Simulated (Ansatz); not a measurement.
One change: `O[SiH]([AlH2])S` becomes `N[SiH2][SiH](O)S`.

Ansatz, PBE0-D4/def2-TZVP geometries, multiplicity 1. Each molecule was computed in one conformer, which needn't be the lowest.

```csv
property,`O[SiH]([AlH2])S`
LUMO energy (B3LYP/def2-TZVPP) / eV,-0.91
HOMO energy (B3LYP/def2-TZVPP) / eV,-6.66
HOMO–LUMO gap (PBE0/def2-TZVPP) / eV,6.09
LUMO energy (PBE0/def2-TZVPP) / eV,-0.75
HOMO energy (PBE0/def2-TZVPP) / eV,-6.84
HOMO–LUMO gap (PBE/def2-TZVPP) / eV,4.19
```

(1) What does the change do to each property? (Estimate.)

Results:

(1) The calculation gave: 
```csv
property,`N[SiH2][SiH](O)S`,shift
LUMO energy (B3LYP/def2-TZVPP) / eV,-0.72,0.19
HOMO energy (B3LYP/def2-TZVPP) / eV,-7.13,-0.47
HOMO–LUMO gap (PBE0/def2-TZVPP) / eV,6.83,0.74
LUMO energy (PBE0/def2-TZVPP) / eV,-0.51,0.24
HOMO energy (PBE0/def2-TZVPP) / eV,-7.34,-0.50
HOMO–LUMO gap (PBE/def2-TZVPP) / eV,4.74,0.55
```

With PBE0 the HOMO falls by 0.50 eV and the LUMO rises by 0.24 eV, so the gap widens by about 0.74 eV. PBE moves the HOMO by -0.27 eV and ωB97M-V by -0.67 eV.

B3LYP here is the variant with VWN-RPA as its local correlation; programs differ in this.
